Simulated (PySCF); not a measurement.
C5H11N (SMILES CC/C=C/CN), singlet, geometry from GFN2-xTB; DF-PBE/6-31G* (PySCF).

Input for PySCF:
```python
from pyscf import gto, scf, dft

mol = gto.Mole()
mol.atom = '''
    C    -2.95588958   -0.10671849   -0.32661917
    C    -1.79078365   -0.52326997    0.57093610
    C    -0.55967767    0.26607727    0.25696028
    C     0.57605339   -0.24992493   -0.18018213
    C     1.80421038    0.54298722   -0.50498523
    N     2.95316855   -0.03171085    0.18647277
    H    -3.84800334   -0.67938428   -0.08373572
    H    -2.70657657   -0.27929278   -1.37114695
    H    -3.17857269    0.95027023   -0.19711412
    H    -1.58913021   -1.58811571    0.44272859
    H    -2.06947768   -0.35297330    1.61519150
    H    -0.65436106    1.33821218    0.38313960
    H     0.68668244   -1.31784486   -0.30683276
    H     2.00786859    0.46759999   -1.57981766
    H     1.63313510    1.60676139   -0.26610767
    H     3.79431551    0.49264711   -0.02849437
    H     2.80846300    0.00918923    1.19022107
'''
mol.basis = '6-31g*'
mol.verbose = 4
mol.max_memory = 1800
mol.build()

mf = dft.RKS(mol)
mf.xc = 'pbe'
mf = mf.density_fit(auxbasis='def2-universal-jkfit')
mf.kernel()
```

The log (banner, timings and long lists left out):

```
PySCF version 2.14.0

[INPUT] verbose = 4
[INPUT] num. atoms = 17
[INPUT] num. electrons = 48
[INPUT] charge = 0
[INPUT] spin (= nelec alpha-beta = 2S) = 0
[INPUT] symmetry False subgroup None
[INPUT] Mole.unit = angstrom
[INPUT] Symbol           X                Y                Z      unit          X                Y                Z       unit  Magmom
[INPUT]  1 C     -2.955889580000  -0.106718490000  -0.326619170000 AA   -5.585821760656  -0.201668718527  -0.617220778333 Bohr   0.0
[INPUT]  2 C     -1.790783650000  -0.523269970000   0.570936100000 AA   -3.384090646849  -0.988836932509   1.078912863627 Bohr   0.0
[INPUT]  3 C     -0.559677670000   0.266077270000   0.256960280000 AA   -1.057637514335   0.502813168272   0.485584554092 Bohr   0.0
[INPUT]  4 C      0.576053390000  -0.249924930000  -0.180182130000 AA    1.088583140227  -0.472289669401  -0.340494878241 Bohr   0.0
[INPUT]  5 C      1.804210380000   0.542987220000  -0.504985230000 AA    3.409463489297   1.026097134939  -0.954283781650 Bohr   0.0
[INPUT]  6 N      2.953168550000  -0.031710850000   0.186472770000 AA    5.580679759179  -0.059924821677   0.352382464989 Bohr   0.0
[INPUT]  7 H     -3.848003340000  -0.679384280000  -0.083735720000 AA   -7.271672439012  -1.283850222535  -0.158237577643 Bohr   0.0
[INPUT]  8 H     -2.706576570000  -0.279292780000  -1.371146950000 AA   -5.114688452465  -0.527786862768  -2.591092212033 Bohr   0.0
[INPUT]  9 H     -3.178572690000   0.950270230000  -0.197114120000 AA   -6.006631851122   1.795750479027  -0.372491702085 Bohr   0.0
[INPUT] 10 H     -1.589130210000  -1.588115710000   0.442728590000 AA   -3.003020873173  -3.001103746019   0.836635782615 Bohr   0.0
[INPUT] 11 H     -2.069477680000  -0.352973300000   1.615191500000 AA   -3.910746036100  -0.667022866284   3.052269573725 Bohr   0.0
[INPUT] 12 H     -0.654361060000   1.338212180000   0.383139600000 AA   -1.236563189980   2.528854516757   0.724028911475 Bohr   0.0
[INPUT] 13 H      0.686682440000  -1.317844860000  -0.306832760000 AA    1.297641746148  -2.490365860066  -0.579829882444 Bohr   0.0
[INPUT] 14 H      2.007868590000   0.467599990000  -1.579817660000 AA    3.794321729217   0.883635916949  -2.985422704151 Bohr   0.0
[INPUT] 15 H      1.633135100000   1.606761390000  -0.266107670000 AA    3.086178063414   3.036338974625  -0.502870615946 Bohr   0.0
[INPUT] 16 H      3.794315510000   0.492647110000  -0.028494370000 AA    7.170217144089   0.930968113958  -0.053846555392 Bohr   0.0
[INPUT] 17 H      2.808463000000   0.009189230000   1.190221070000 AA    5.307225900974   0.017365127996   2.249191849987 Bohr   0.0

nuclear repulsion = 228.971386314171
number of shells = 58
number of NR pGTOs = 206
number of NR cGTOs = 106
basis = 6-31g*
ecp = {}

******** <class 'pyscf.df.df_jk.DFRKS'> ********
method = DFRKS
initial guess = minao
damping factor = 0
level_shift factor = 0
DIIS = <class 'pyscf.scf.diis.CDIIS'>
diis_start_cycle = 1
diis_space = 8
diis_damp = 0
SCF conv_tol = 1e-09
SCF conv_tol_grad = None
SCF max_cycles = 50
direct_scf = False
XC library pyscf.dft.libxc version 7.1.2
    S. Lehtola, C. Steigemann, M. J. T. Oliveira, and M. A. L. Marques,  SoftwareX 7, 1–5 (2018)
XC functionals = pbe
    J. P. Perdew, K. Burke, and M. Ernzerhof,  Phys. Rev. Lett. 77, 3865 (1996)
    J. P. Perdew, K. Burke, and M. Ernzerhof,  Phys. Rev. Lett. 78, 1396 (1997)
    J. P. Perdew, K. Burke, and M. Ernzerhof,  Phys. Rev. Lett. 77, 3865 (1996)
    J. P. Perdew, K. Burke, and M. Ernzerhof,  Phys. Rev. Lett. 78, 1396 (1997)
radial grids:
    Treutler-Ahlrichs [JCP 102, 346 (1995); DOI:10.1063/1.469408] (M4) radial grids

becke partition: Becke, JCP 88, 2547 (1988); DOI:10.1063/1.454033
pruning grids: <function nwchem_prune>
grids dens level: 3
symmetrized grids: False
atomic radii adjust function: <function treutler_atomic_radii_adjust>
small_rho_cutoff = 0
Set gradient conv threshold to 3.16228e-05
Initial guess from minao.
tot grids = 192384
init E= -251.775714585493
  HOMO = -0.288830060744792  LUMO = -0.0911734587492652  gap/eV = 5.37851
cycle= 1 E= -251.401040807206  delta_E= 0.375  |g|= 0.648  |ddm|= 3.58
  HOMO = -0.0759373044934355  LUMO = 0.0782738356657036  gap/eV = 4.19630
cycle= 2 E= -251.282807125805  delta_E= 0.118  |g|= 0.941  |ddm|= 1.86
  HOMO = -0.182116777689727  LUMO = 0.000459891253859368  gap/eV = 4.96816
cycle= 3 E= -251.515295789352  delta_E= -0.232  |g|= 0.0738  |ddm|= 1.14
  HOMO = -0.174284510215381  LUMO = -0.00394457302205131  gap/eV = 4.63519
cycle= 4 E= -251.516271759652  delta_E= -0.000976  |g|= 0.034  |ddm|= 0.101
  HOMO = -0.177953964992246  LUMO = -0.000999996904504474  gap/eV = 4.81516
cycle= 5 E= -251.516537368114  delta_E= -0.000266  |g|= 0.00564  |ddm|= 0.0404
  HOMO = -0.177480946339772  LUMO = -0.00130780146049947  gap/eV = 4.79392
cycle= 6 E= -251.516544052542  delta_E= -6.68e-06  |g|= 0.00215  |ddm|= 0.00744
  HOMO = -0.177583583269439  LUMO = -0.00136982766798477  gap/eV = 4.79502
cycle= 7 E= -251.516545032129  delta_E= -9.8e-07  |g|= 0.000981  |ddm|= 0.00288
  HOMO = -0.177564496780593  LUMO = -0.0013849856123529  gap/eV = 4.79409
cycle= 8 E= -251.516545289535  delta_E= -2.57e-07  |g|= 0.000212  |ddm|= 0.00107
  HOMO = -0.177562761779266  LUMO = -0.00137620584290099  gap/eV = 4.79428
cycle= 9 E= -251.516545300352  delta_E= -1.08e-08  |g|= 4.51e-05  |ddm|= 0.000215
  HOMO = -0.177566888917321  LUMO = -0.00138111728347079  gap/eV = 4.79426
cycle= 10 E= -251.516545300892  delta_E= -5.4e-10  |g|= 5.43e-06  |ddm|= 6.52e-05
  HOMO = -0.177567341138267  LUMO = -0.00138128189275255  gap/eV = 4.79427
Extra cycle  E= -251.51654530089  delta_E= 1.99e-12  |g|= 6.54e-06  |ddm|= 1.44e-05
converged SCF energy = -251.51654530089
```
